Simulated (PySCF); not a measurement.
# From computed data to an observable: chemical shift, span and skew from a shielding tensor

C3H6N2Si, SMILES CC1=NC=N[SiH2]1. Atoms are numbered in the order given.

```xyz
12

C      0.0689    -2.3427     0.0000
C     -0.1246    -0.8701     0.0000
N     -1.3002    -0.3458     0.0000
C     -1.2450     1.0901     0.0000
N     -0.1656     1.7687     0.0000
Si     1.1375     0.5769     0.0000
H      0.6521    -2.6542     0.8823
H     -0.9001    -2.8610     0.0000
H      0.6521    -2.6542    -0.8823
H     -2.2358     1.5709     0.0000
H      1.9862     0.6486    -1.2228
H      1.9862     0.6486     1.2228
```

The structure is a stationary point at PBE0-D3(BJ)/def2-SVP. This is a generated structure with no PubChem entry under its InChIKey; it may be hypothetical.

GIAO shieldings from PBE/pcSseg-1 (PySCF), non-relativistic, no solvent. The symmetric part of the tensor of N3 has the principal values -507.2, -151.2, 142.8 ppm. The same nucleus in NH3 has σ = 267.0 ppm at this level (PySCF, at its B3LYP-D3(BJ)/def2-TZVP geometry).

Task: Work out the isotropic shielding, the ¹⁵N shift against NH3, the span and the skew.

Result: 
σ(iso) = (σ11 + σ22 + σ33)/3 = -171.9 ppm. δ = σ(ref) − σ(iso) = 267.0 − (-171.9) = 438.9 ppm.
Span Ω = σ33 − σ11 = 650.0 ppm. Skew κ = 3(σ(iso) − σ22)/Ω = -0.10. Tumbling in solution averages the tensor to δ; in a static solid the shielding alone would spread this spin-1/2 line over Ω.
